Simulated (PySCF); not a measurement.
C5H7F, SMILES C=CC/C=C\F. Coordinates come from a PBE-D3(BJ)/def2-SVP optimisation. The structure was generated by enumeration; whether it is a known compound was not checked. The values are those of a single conformer.

Computed equilibrium geometry at PBE-D3(BJ)/def2-SVP (PySCF confirms it by a frequency run) as Cartesian coordinates in Å (one conformer of several):
```xyz
13

C     -2.7905    -0.0832     0.7402
C     -1.6555    -0.2746     0.0469
C     -0.4357     0.6110     0.1156
C      0.7769    -0.1251     0.6237
C      1.9037    -0.3267    -0.0761
F      2.0737     0.1414    -1.3290
H     -2.9086     0.7756     1.4227
H     -3.6455    -0.7709     0.6483
H     -1.5698    -1.1505    -0.6219
H     -0.6526     1.4800     0.7751
H     -0.2070     1.0166    -0.8929
H      0.7391    -0.5584     1.6360
H      2.7876    -0.8736     0.2916
```
